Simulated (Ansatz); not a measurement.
Input for Ansatz (a quantum-chemistry and plane-wave program): U-CCSD(T)/cc-pVTZ on GaGeH5 (SMILES [GaH2][GeH3]), a point of a bond scan (R = 4.162 Å). The run froze 28 orbitals, filled d shells among them.

Ansatz 0.2 input:
```yaml
crystal:
  periodic: [false, false, false]
  atoms:
    - {symbol: Ga, position_ang: [-1.23043577, -0.07769067, -0.29199579]}
    - {symbol: Ge, position_ang: [1.15729770, 0.07022597, 0.27368514]}
    - {symbol: H, position_ang: [3.38403603, -3.20515297, -1.00433626]}
    - {symbol: H, position_ang: [1.78713141, 1.32896781, -0.36154397]}
    - {symbol: H, position_ang: [1.35929899, 0.19976849, 1.79857150]}
    - {symbol: H, position_ang: [-2.21719620, 1.04514781, 0.20263148]}
    - {symbol: H, position_ang: [-1.80126754, -1.26982717, -1.14605758]}
basis:
  gaussian:
    orbitals: cc-pVTZ
correlation: {method: ccsd_t, electrons: outside_noble_gas}
scf: {omitted_lower_state_checks: [cluster_reference]}
magnetization: {spin_polarized: true, initial_magnetization: 0}
```

It printed:

```
WARN ansatz: RAYON_NUM_THREADS=1 ignored (pool sized by the plan → 1); use --threads N
Functional definition: HF
these checks for a lower state are left out or cut short: cluster_reference
integrals: 0.64 GiB planned
937 factors; integrals over basis functions are off by at most 1.3e-3 eV
mean field: 0.76 GiB planned
mean field evaluation 1: about -108879.8876 eV, gradient 1.3e1 eV
mean field evaluation 2: about -108879.8870 eV, gradient 1.3e1 eV
mean field evaluation 4: about -108882.3894 eV, gradient 3.3e0 eV
mean field evaluation 8: about -108882.5235 eV, gradient 8.3e-2 eV
mean field evaluation 16: about -108882.5238 eV, gradient 4.9e-4 eV
mean field evaluation 32: about -108885.7729 eV, gradient 5.8e-1 eV
mean field evaluation 64: about -108882.5238 eV, gradient 2.0e-6 eV
mean field -108885.78528081 eV, -4001.4788036338 hartree, gradient 2.9e-6 eV, S^2 1.002874; 5 other end points of the search recorded, 0 dependent functions left out
28 core orbitals not correlated
reference -108885.78528081 eV, -4001.4788036338 hartree; 6, 6 occupied and 122, 122 virtual orbitals, 937 factors
second order -4.92101438 eV of doubles, -0.00000000 eV of singles
coupled cluster: 1.49 GiB planned
cycle   1  -5.66681449 eV  change   -7.5e-1 eV  update   6.9e-2
cycle   2  -5.95623441 eV  change   -2.9e-1 eV  update   2.6e-2
cycle   3  -5.97129184 eV  change   -1.5e-2 eV  update   7.5e-3
cycle   4  -5.97044676 eV  change    8.5e-4 eV  update   3.1e-3
cycle   5  -5.96973831 eV  change    7.1e-4 eV  update   1.5e-3
cycle   6  -5.96966491 eV  change    7.3e-5 eV  update   8.4e-4
cycle   7  -5.96992692 eV  change   -2.6e-4 eV  update   6.3e-4
cycle   8  -5.97009554 eV  change   -1.7e-4 eV  update   5.2e-4
cycle   9  -5.97003129 eV  change    6.4e-5 eV  update   4.5e-4
cycle  10  -5.97010373 eV  change   -7.2e-5 eV  update   3.7e-4
cycle  11  -5.97031036 eV  change   -2.1e-4 eV  update   2.6e-4
cycle  12  -5.97033127 eV  change   -2.1e-5 eV  update   1.2e-4
cycle  13  -5.97027131 eV  change    6.0e-5 eV  update   5.2e-5
cycle  14  -5.97022518 eV  change    4.6e-5 eV  update   2.2e-5
cycle  15  -5.97022098 eV  change    4.2e-6 eV  update   9.3e-6
coupled cluster: 1.50 GiB planned
perturbative correction -0.16808450 eV, -0.0061769914 hartree
Total energy: -108891.92358630 eV, -4001.7043821997 hartree
Checks for a lower state left out: cluster_reference
```

The calculation finished and met its thresholds. Its determinant has ⟨S²⟩ = 1.00, a mixture of spin states.

Cost: roughly 40 core-seconds.
